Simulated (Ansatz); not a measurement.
Mo₃⁺. Charge 1, multiplicity 4. Geometry B3LYP-D4/def2-TZVP; atoms count from 1.

Cartesian coordinates in Å:
```
Mo 0.789 -0.723 -0.825
Mo -1.066 0.166 -0.564
Mo 0.276 0.557 1.389
```

In the def2 sets Mo takes a core potential; there is no spin–orbit coupling. The charge 1 quartet is spin-contaminated (final ⟨S²⟩ up to 4.84, 3.75 for a pure state). The geometry of the quartet was relaxed on an unsound state (⟨S²⟩ 4.42, where a pure state has 3.75). The structure comes from a short search, and lower isomers may exist.

(1) Estimate the Mulliken populations from the PBE0/def2-TZVP orbitals of Ansatz.

(2) Where does the spin sit?

(3) And the Mayer bond orders between bonded heavy atoms (over 0.3)?

Answers

(1) 
| atom | charge (e) | spin (α − β) | d electrons |
| --- | --- | --- | --- |
| Mo1 | 0.32 | 1.90 | 4.74 |
| Mo2 | 0.36 | -2.46 | 4.74 |
| Mo3 | 0.32 | 3.56 | 4.81 |
Mulliken values and Mayer orders depend strongly on the basis.

(2) Summed by element: Mo 3.00, of 3 unpaired in all. Largest on single atoms: Mo3 3.56, Mo2 -2.46, Mo1 1.90.

(3) Mo1–Mo2 3.05 (2.07 Å); Mo1–Mo3 1.48 (2.61 Å); Mo2–Mo3 1.53 (2.40 Å).
